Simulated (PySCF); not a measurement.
AgCl, charge -1, multiplicity 2. Atoms are numbered in the order given.

```xyz
2

Ag     0.0000     0.0000    -0.6589
Cl     0.0000     0.0000     1.8218
```
Charge -1, spin multiplicity 2.

Geometry optimised at PBE-D3(BJ)/def2-TZVPD. The multiplicity is an assumed one; other spin states were not compared. The def2 effective core potentials stand for the cores of Ag; spin–orbit coupling is left out.

Method: PBE-D3(BJ)/def2-TZVPD run with PySCF.

Frequencies are harmonic and unscaled.

Q: List the normal modes with their intensities. (An estimate is asked for; the answer gives what the named calculation found.)

A: 
| mode | ν (cm⁻¹) | IR (km/mol) | moving atoms (share of kinetic energy) |
|---|---|---|---|
| 1 | 205 | 48.1 | Cl 75 %, Ag 25 % |
